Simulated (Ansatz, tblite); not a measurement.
Cost and result up the ladder for the cluster Cd₂SF₂ (the lowest singlet isomer of a short search) (5 atoms). Charge 0, multiplicity 1. Geometry: PBE0-D4/def2-SVP.

```
atom   x (Å)   y (Å)   z (Å)
 Cd1   0.918  -0.153  -1.480
 Cd2  -0.571   0.172   1.643
  S3   1.564   0.085   0.737
  F4   0.420  -0.352  -3.336
  F5  -2.331   0.248   2.436
```

Ansatz on 4 threads of Arm Neoverse V1 on a shared host; xTB runs through tblite on one thread. Times are rough, summed over both states, and most runs start from the orbitals of an earlier one. PBE0-D4/def2-TZVP serves as the yardstick here, not as an exact answer. Differences are given only for rows in sets of like size (and for xTB, whose basis is part of the method), since another set adds its own error. The other state is a doublet.

In the def2 sets Cd takes a core potential; there is no spin–orbit coupling. The xTB rows come from tblite. Correlated methods freeze 7 core orbitals; core or outer-core shells of Cd are correlated, in sets that lack core-valence functions. The rows differ in basis, and correlated rows in double-zeta sets carry the largest basis error. The structure comes from a short search, and lower isomers may exist.

Correlated methods converge slowly with the basis, most of all in double-zeta sets.

Raw xTB energies of ions are shifted by several eV.

| level | functions | vertical IE (eV) | difference from PBE0-D4/def2-TZVP (eV) |
| --- | --- | --- | --- |
| r2SCAN-D4/def2-TZVP (with forces) | 179 | 9.76 | -0.10 |
| GFN1-xTB | 25 | 14.15 | 4.29 |
| CCSD(T)/def2-SVP | 108 | 9.43 | – |
| PBE0-D4/def2-TZVP | 179 | 9.86 | 0.00 |
| GFN2-xTB | 25 | 14.95 | 5.09 |
| PBE-D4/def2-TZVP | 179 | 9.65 | -0.21 |

Problem. Estimate how long each takes.

Solution. GFN1-xTB 0.007 s; GFN2-xTB 0.007 s; PBE-D4/def2-TZVP 4.9 s; PBE0-D4/def2-TZVP 8.2 s; r2SCAN-D4/def2-TZVP (with forces) 14 s; CCSD(T)/def2-SVP 2.2 min. On shared hardware such times vary by a factor of up to 3.
